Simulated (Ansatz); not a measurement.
Geometry optimisation, RKS B3LYP-D4/def2-SVP in Ansatz 0.2.0.

Input file:

```yaml
crystal:
  periodic: [false, false, false]
  atoms:
    - { symbol: C, position_ang: [-1.7712, -0.1116, -0.074] }
    - { symbol: Te, position_ang: [-0.4404, 1.3607, -0.8813] }
    - { symbol: C, position_ang: [1.1426, 0.313, -0.0101] }
    - { symbol: "N", position_ang: [1.8435, -0.6271, -0.6462] }
    - { symbol: O, position_ang: [1.5907, 0.6419, 1.2703] }
    - { symbol: H, position_ang: [-2.851, 0.2266, -0.3877] }
    - { symbol: H, position_ang: [-1.721, -0.0744, 1.0252] }
    - { symbol: H, position_ang: [-1.5399, -1.0577, -0.4881] }
    - { symbol: H, position_ang: [1.4717, -0.885, -1.5642] }
    - { symbol: H, position_ang: [2.58963, -0.84222, 0.04562] }
basis:
  gaussian: { orbitals: def2-SVP }
hamiltonian:
  xc: b3lyp
  dispersion: d4
relax:
  f_tol: 0.02
  max_steps: 50
output:
  orbitals: {}
```

Launched with:

```bash
$ ansatz run input.yaml --threads 2 --pin off --max-ram 3072MiB --backend cpu --events-out ev --progress --plain --runs-dir out
```

Problem. Where does it end, and by what steps?

Solution. The run converged. The force dipped under the threshold on the way, but the program's further checks kept it going. After 27 steps the energy has fallen by 1.843 eV; Te2 moved furthest, 1.51 Å.

```tsv
step	energy less start (eV)	largest force component (eV/Å)	accepted
0	0.0000	7.959	yes
1	-0.9749	5.932	yes
2	-1.3686	1.749	yes
3	-1.5609	0.588	yes
4	-1.5958	0.402	yes
5	-1.6147	0.228	yes
6	-1.6291	0.227	yes
7	-1.6429	0.183	yes
8	-1.6555	1.025	yes
9	-1.7163	0.666	yes
10	-1.7499	0.527	yes
11	-1.7243	1.184	no
12	-1.7832	0.399	yes
13	-1.7980	0.471	yes
14	-1.8102	0.437	yes
15	-1.8330	0.125	yes
16	-1.8368	0.125	yes
17	-1.8379	0.230	yes
18	-1.8375	0.225	no
19	-1.8409	0.051	yes
20	-1.8422	0.017	yes
21	-1.8400	0.290	no
22	-1.8427	0.075	yes
23	-1.8429	0.053	yes
24	-1.8429	0.050	yes
25	-1.8430	0.071	yes
26	-1.8431	0.022	yes
27	-1.8432	0.002	yes
```

```xyz
10
Properties=species:S:1:pos:R:3
C -2.039 0.027 0.057
Te -0.584 0.016 -1.548
C 1.050 -0.177 -0.062
N 2.283 -0.240 -0.619
O 0.825 -0.218 1.122
H -2.599 0.969 0.044
H -1.425 -0.056 0.966
H -2.710 -0.834 -0.044
H 2.424 -0.210 -1.620
H 3.088 -0.332 -0.006
```

Whether the end is a true minimum wasn't checked by a vibrational analysis.

Time of the run: 86 s on 2 threads of Intel(R) Xeon(R) Platinum 8375C CPU @ 2.90GHz (Ice Lake), on a shared host, peak memory 0.27 GiB.
